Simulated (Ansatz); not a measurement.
Coupled-cluster diagnostics for the cluster Cd₂Te⁺, Ansatz.

Geometry of the doublet (PBE-D4/def2-TZVP):

```
atom   x (Å)   y (Å)   z (Å)
 Cd1   0.335  -0.377   2.381
 Cd2   0.286  -0.293  -2.400
 Te3  -0.621   0.670   0.018
```

In the def2 sets Cd, Te take a core potential; there is no spin–orbit coupling. Correlated methods freeze 4 core orbitals; core or outer-core shells of Cd, Te are correlated, in sets that lack core-valence functions. In CCSD on the charge 1 doublet the largest single amplitude is 0.18, so its Hartree–Fock determinant may place the open shell otherwise than the density functionals do. Another isomer (doublet) lies 0.09 eV lower at PBE0-D4/def2-TZVP.

Geometry of the charge 1 quartet (PBE-D4/def2-TZVP):

```xyz
3

Cd    1.580   -1.447   -0.943
Cd   -2.131    0.950   -0.194
Te    0.551    0.497    1.137
```

Problem. Estimate the CCSD(T) correlation energy, the shares of MP2 and (T), T1 and the reference's ⟨S²⟩ for: charge 1, doublet, own geometry in def2-SVP; charge 1, quartet, own geometry in def2-SVP; and the rough time on 4 threads of Arm Neoverse V2 on a shared host.

Solution. 
```
                          state     basis  correlation (eV)  MP2 share (%)  (T) share (%)     T1  ⟨S²⟩ (pure)  wall time                        remarks
charge 1, doublet, own geometry  def2-SVP           -22.227           98.9            2.8  0.033  0.91 (0.75)       20 s  spin-contaminated (⟨S²⟩ 0.91)
charge 1, quartet, own geometry  def2-SVP           -21.411           99.2            2.3  0.020  3.80 (3.75)       11 s                              –
```
Customary marks for T1 are 0.02 (closed shells), 0.045 (open shells) and about 0.05 (3d metals). T1 exceeds 0.02 in 2 of 2 rows and 0.045 in 0; the higher it lies, the less the single-reference result can be trusted.
